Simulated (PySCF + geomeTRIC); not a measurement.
These are PBE0-D3(BJ)/def2-TZVP in PySCF + geomeTRIC values and carry that method's errors. fastk is a local helper that only speeds up exchange builds. No frequencies were computed at this level.

```python
import json, numpy as np
from pyscf import gto, dft
from fastk import lowrank_exchange
atoms = """
Al    -0.401694     0.610433     0.000000
I      2.008099    -0.205473    -0.000007
H     -1.606405    -0.404960     0.000006
"""
def scf(charge, spin, dm0=None):
    mol = gto.M(atom=atoms, basis='def2-tzvp', ecp={'I': 'def2-tzvp'}, charge=charge, spin=spin, verbose=3, max_memory=3780)
    mf = dft.KS(mol, xc='pbe0').density_fit(auxbasis="def2-universal-jkfit")
    mf.disp = 'd3bj'
    mf.grids.level = 3
    mf.conv_tol = 1e-8
    mf.max_cycle = 60
    mf.kernel(dm0)
    if not mf.converged:
        mf = mf.newton().run(mf.mo_coeff, mf.mo_occ).undo_soscf()
    return mf
mf = scf(0, 1)
lowrank_exchange(mf)  # same exchange matrices as the stock routine, built faster for response steps
mo, _, stable, _ = mf.stability(return_status=True)
if not stable:
    mf.kernel(mf.make_rdm1(mo, mf.mo_occ))
del mf.get_jk
from pyscf.geomopt.geometric_solver import kernel as optimize
path = []
done, mol = optimize(mf, maxsteps=80, assert_convergence=False, callback=lambda env: path.append((env["energy"], bool(env["g_scanner"].converged))))
res = dict(converged=bool(done and path[-1][1]), energy=path[-1][0], path=[e for e, c in path], xyz=mol.atom_coords(unit="Angstrom").tolist(), nao=mol.nao)
json.dump(res, open("result.json", "w"))
```

Output:

```
converged SCF energy = -540.653415981409  <S^2> = 0.75334489  2S+1 = 2.0033421
<class 'pyscf.df.df_jk.DFUKS'> wavefunction is stable in the internal stability analysis
Geometry optimization cycle 1
converged SCF energy = -540.653415981473  <S^2> = 0.75334411  2S+1 = 2.0033413
cycle 1: E = -540.653415981  dE = -540.653  norm(grad) = 0.0176109
Geometry optimization cycle 2
converged SCF energy = -540.654294990204  <S^2> = 0.75341125  2S+1 = 2.0034083
cycle 2: E = -540.65429499  dE = -0.000879009  norm(grad) = 0.00280683
Geometry optimization cycle 3
converged SCF energy = -540.654359456502  <S^2> = 0.75346343  2S+1 = 2.0034604
cycle 3: E = -540.654359457  dE = -6.44663e-05  norm(grad) = 0.00120781
Geometry optimization cycle 4
converged SCF energy = -540.654369791043  <S^2> = 0.75347769  2S+1 = 2.0034747
cycle 4: E = -540.654369791  dE = -1.03345e-05  norm(grad) = 0.000162209
Geometry optimization cycle 5
converged SCF energy = -540.654369840005  <S^2> = 0.75347435  2S+1 = 2.0034713
cycle 5: E = -540.65436984  dE = -4.89617e-08  norm(grad) = 3.26049e-05
<class 'geometric.internal.Distance'> : 2
<class 'geometric.internal.Angle'> : 1
<class 'geometric.internal.TranslationX'> : 1
<class 'geometric.internal.TranslationY'> : 1
<class 'geometric.internal.TranslationZ'> : 1
<class 'geometric.internal.RotationA'> : 1
<class 'geometric.internal.RotationB'> : 1
<class 'geometric.internal.RotationC'> : 1
Step    0 : Gradient = 1.017e-02/1.333e-02 (rms/max) Energy = -540.6534159815
Step    1 : Displace = 4.087e-02/4.992e-02 (rms/max) Trust = 1.000e-01 (=) Grad = 1.621e-03/2.294e-03 (rms/max) E (change) = -540.6542949902 (-8.790e-04) Quality = 1.084
Step    2 : Displace = 1.396e-02/1.515e-02 (rms/max) Trust = 1.414e-01 (+) Grad = 6.973e-04/9.734e-04 (rms/max) E (change) = -540.6543594565 (-6.447e-05) Quality = 1.330
Step    3 : Displace = 7.771e-03/8.860e-03 (rms/max) Trust = 2.000e-01 (+) Grad = 9.365e-05/1.209e-04 (rms/max) E (change) = -540.6543697910 (-1.033e-05) Quality = 1.011
Step    4 : Displace = 2.688e-04/3.759e-04 (rms/max) Trust = 2.828e-01 (+) Grad = 1.882e-05/2.696e-05 (rms/max) E (change) = -540.6543698400 (-4.896e-08) Quality = 0.800
Converged! =D
```

Cost: roughly 100 core-seconds.
